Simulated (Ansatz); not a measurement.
Consider the silylene formation by 1,1-elimination: `N[SiH2]O[SiH](N)F` → `N[SiH](O)F` + `N[SiH]`.

Program: Ansatz. Geometries: PBE0-D4/def2-TZVP. ΔE: electronic, gas phase. CBS: MP2 limit from def2 TZ/QZ plus the TZ coupled-cluster correction, frozen cores. This one scheme is used for every species. DFT in def2-TZVPP. One conformer a species, not always the lowest.

`N[SiH2]O[SiH](N)F`:

Z-matrix (Å, degrees):
```
Si
O 1 1.636
N 1 1.718 2 112.0
H 1 1.482 2 105.9 3 121.3
H 1 1.483 2 109.1 3 -118.1
Si 2 1.622 1 142.5 3 21.5
H 3 1.007 1 121.2 2 92.5
H 3 1.007 1 119.7 2 -120.8
N 6 1.693 2 108.5 1 6.4
F 6 1.599 2 106.7 1 -116.3
H 6 1.474 2 111.6 1 129.7
H 9 1.009 6 118.5 2 -30.6
H 9 1.006 6 122.7 2 177.9
```

`N[SiH](O)F`:

Z-matrix (Å, degrees):
```
Si
O 1 1.629
F 1 1.596 2 112.6
N 1 1.699 2 110.7 3 116.3
H 1 1.474 2 104.5 3 -115.6
H 2 0.959 1 117.0 3 -71.5
H 4 1.007 1 120.5 2 -153.1
H 4 1.006 1 121.6 2 56.5
```

`N[SiH]`:

Cartesian coordinates in Å:
```
N -0.285 0.433 -0.221
Si -0.268 -0.901 0.843
H 0.477 0.739 -0.806
H -1.101 1.016 -0.327
H 1.176 -1.288 0.511
```

```json
{"level": "B2PLYP", "ΔE (kJ/mol)": "274.7", "difference from CCSD(T)/CBS": "-8.8"}
{"level": "PBE", "ΔE (kJ/mol)": "251.6", "difference from CCSD(T)/CBS": "-31.9"}
{"level": "r2SCAN", "ΔE (kJ/mol)": "289.0", "difference from CCSD(T)/CBS": "5.5"}
{"level": "MP2/def2-TZVPP", "ΔE (kJ/mol)": "293.7", "difference from CCSD(T)/CBS": "10.2"}
{"level": "SCS-MP2/def2-TZVPP", "ΔE (kJ/mol)": "286.3", "difference from CCSD(T)/CBS": "2.8"}
{"level": "CCSD/def2-TZVPP", "ΔE (kJ/mol)": "277.5", "difference from CCSD(T)/CBS": "-6.0"}
{"level": "CCSD(T)/def2-TZVPP", "ΔE (kJ/mol)": "276.9", "difference from CCSD(T)/CBS": "-6.6"}
{"level": "HF/def2-QZVPP", "ΔE (kJ/mol)": "289.7", "difference from CCSD(T)/CBS": "6.2"}
{"level": "SCS-MP2/def2-QZVPP", "ΔE (kJ/mol)": "291.1", "difference from CCSD(T)/CBS": "7.6"}
{"level": "CCSD/CBS(def2)", "ΔE (kJ/mol)": "284.1", "difference from CCSD(T)/CBS": "0.6"}
{"level": "CCSD(T)/CBS", "ΔE (kJ/mol)": "283.5", "difference from CCSD(T)/CBS": "0"}
```

Largest T1 diagnostic among the species: 0.015.

The D4 term adds +18.5 kJ/mol with B3LYP and +10.5 kJ/mol with PBE0; it sums over pairs of atoms, weighted by their polarisabilities, and B3LYP, whose exchange is more repulsive, gets the larger term. From PBE to PBE0 (25 % exact exchange), in def2-TZVPP and without D4, ΔE moves by +20.3 kJ/mol.

B3LYP here is the variant with VWN-RPA as its local correlation; programs differ in this.
